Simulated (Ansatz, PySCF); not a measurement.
Reaction (SMILES): C=CC(F)(F)F [3,3,3-trifluoroprop-1-ene] + 4 C (CH4) → C=C (C2H4) + CC (C2H6) [ethane] + 3 CF (CH3F) [fluoromethane]
Geometries: B3LYP-D3(BJ)/def2-TZVP minima from Ansatz (a first-principles code), one conformer each, not searched for the lowest. Frequencies are from Ansatz or PySCF.
Geometry of the first species:
```
C
C 1 1.3220
H 2 1.0815 1 120.86
H 2 1.0816 3 117.53 1 -180.00
H 1 1.0828 2 122.61 3 0.00
C 1 1.4944 5 113.90 2 -180.00
F 6 1.3446 1 113.25 5 -180.00
F 6 1.3522 7 107.28 1 122.91
F 6 1.3522 7 107.28 8 114.18
```

Wanted: bond separation energy (enthalpy at 298 K, with B3LYP-D3(BJ) rigid-rotor harmonic-oscillator terms), in kcal/mol. Correlated levels leave the core frozen unless marked. Spin-orbit coupling is left out. No relativistic terms. CBS marks a two-point X^-3 extrapolation of the correlation energy; Hartree-Fock from the larger set. [CCSD(T)-MP2]/basis is that difference in the basis named.

From measured enthalpies of formation at 298 K: 41.0 kcal/mol (C=CC(F)(F)F -146.8, CRC Handbook; C (CH4) -17.8, ATcT 1.112; C=C (C2H4) 12.6, ATcT 1.112; CC (C2H6) -20.0, ATcT 1.112; CF (CH3F) -56.5, ATcT 1.112). It holds spin-orbit effects, and any other conformers, which the calculations lack, and core correlation, which the frozen-core levels lack. This is an older compilation, not checked against later work.

```csv
level,program,bond separation energy (kcal/mol),error against measurement
HF/STO-3G,Ansatz,41.1,0.1
HF/cc-pVDZ,Ansatz,43.9,2.9
PBE-D4/def2-TZVPD,Ansatz + dftd4,44.0,3.0
revPBE-D3(BJ)/def2-TZVPD,Ansatz + dftd3,41.3,0.3
PBE0/def2-TZVPD,Ansatz,43.5,2.5
r2SCANh/def2-TZVPD,Ansatz,47.8,6.8
r2SCAN0-D4/def2-TZVPD,Ansatz + dftd4,47.5,6.5
r2SCAN0/def2-TZVPD,Ansatz,47.3,6.3
HSE06-D3(BJ)/def2-TZVPD,Ansatz + dftd3,43.9,2.9
B2GP-PLYP-D3(BJ)/def2-TZVPD,Ansatz + dftd3,43.1,2.1
B2PLYP-D4/def2-TZVPD,Ansatz + dftd4,42.7,1.7
MP2/6-31G,Ansatz,45.6,4.6
MP2/aug-cc-pVTZ,Ansatz,45.0,4.0
MP2/cc-pVTZ,Ansatz,48.6,7.6
SCS-MP2/aug-cc-pVDZ,Ansatz,39.0,-2.0
CCSD/6-31G*,Ansatz,53.0,12.0
CCSD/cc-pVDZ,Ansatz,49.1,8.1
CCSD/cc-pwCVTZ,Ansatz,46.0,5.0
CCSD(T)/6-31G*,Ansatz,54.5,13.5
CCSD(T)/aug-cc-pVDZ,Ansatz,41.0,0.0
"RI-MP2/CBS(cc-pVTZ,cc-pVQZ)+[CCSD(T)-MP2]/cc-pVTZ",Ansatz,44.1,3.1
```
